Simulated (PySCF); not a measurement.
Molfile (atoms numbered from 1):
```
C2H10NPSi2
     RDKit          3D

 16 16  0  0  0  0  0  0  0  0999 V2000
    3.0241    0.1879   -0.3476 P   0  0  0  0  0  0  0  0  0  0  0  0
    0.9814    0.0950    0.5820 Si  0  0  2  0  0  4  0  0  0  0  0  0
   -0.2259   -1.2247   -0.0743 C   0  0  0  0  0  0  0  0  0  0  0  0
   -1.6375   -0.6439    0.0292 C   0  0  0  0  0  0  0  0  0  0  0  0
   -1.5836    1.2094   -0.3904 Si  0  0  0  0  0  4  0  0  0  0  0  0
    0.0653    1.4725    0.0736 N   0  0  0  0  0  0  0  0  0  0  0  0
    2.8957   -0.9817   -1.0720 H   0  0  0  0  0  0  0  0  0  0  0  0
    3.6390   -0.4691    0.7006 H   0  0  0  0  0  0  0  0  0  0  0  0
    1.0928    0.0461    2.0531 H   0  0  0  0  0  0  0  0  0  0  0  0
   -0.1582   -2.1749    0.4565 H   0  0  0  0  0  0  0  0  0  0  0  0
    0.0017   -1.4322   -1.1220 H   0  0  0  0  0  0  0  0  0  0  0  0
   -1.9921   -0.7624    1.0541 H   0  0  0  0  0  0  0  0  0  0  0  0
   -2.3272   -1.2032   -0.6034 H   0  0  0  0  0  0  0  0  0  0  0  0
   -2.4844    2.0089    0.4432 H   0  0  0  0  0  0  0  0  0  0  0  0
   -1.7771    1.4941   -1.8161 H   0  0  0  0  0  0  0  0  0  0  0  0
    0.4785    2.3870    0.0222 H   0  0  0  0  0  0  0  0  0  0  0  0
  1  2  1  0
  2  3  1  0
  3  4  1  0
  4  5  1  0
  5  6  1  0
  6  2  1  0
  1  7  1  0
  1  8  1  0
  2  9  1  1
  3 10  1  0
  3 11  1  0
  4 12  1  0
  4 13  1  0
  5 14  1  0
  5 15  1  0
  6 16  1  0
M  END
```

Geometry: GFN2-xTB; GIAO absolute shieldings from PySCF 2.14, gas phase, non-relativistic, averaged over equivalent atoms.

At PBE0/pcSseg-1 (173 basis functions, 25 s wall time on 1 thread of an Arm Neoverse V2, shared host):
```csv
atoms,σ (ppm)
P1,612.6
Si2,349.7
Si5,372.6
C3,171.1
C4,178.7
N6,244.0
H9,26.22
H15,26.75
H14,26.78
H10,30.31
H13,30.45
H12,30.64
H7/H8,30.66
H11,30.92
H16,31.88
```

Question: Estimate the result of repeating the calculation with X3LYP/6-31++G**.

Answer: 
```
atoms  σ at X3LYP/6-31++G**  change
   P1                 625.9   +13.3
  Si2                 396.4   +46.7
  Si5                 418.7   +46.1
   C3                 177.1    +6.0
   C4                 184.8    +6.1
   N6                 244.7    +0.7
   H9                 26.37   +0.15
  H15                 26.93   +0.18
  H14                 26.99   +0.21
  H10                 30.42   +0.11
  H13                 30.56   +0.11
  H12                 30.77   +0.13
H7/H8                 30.83   +0.17
  H11                 31.06   +0.14
  H16                 32.01   +0.13
```

The largest change is at Si2 (silicon bonded to C, N, P, H, in a 5-membered ring). Cost: 180 basis functions, 23 s wall time on 1 thread of an Arm Neoverse V2, shared host.
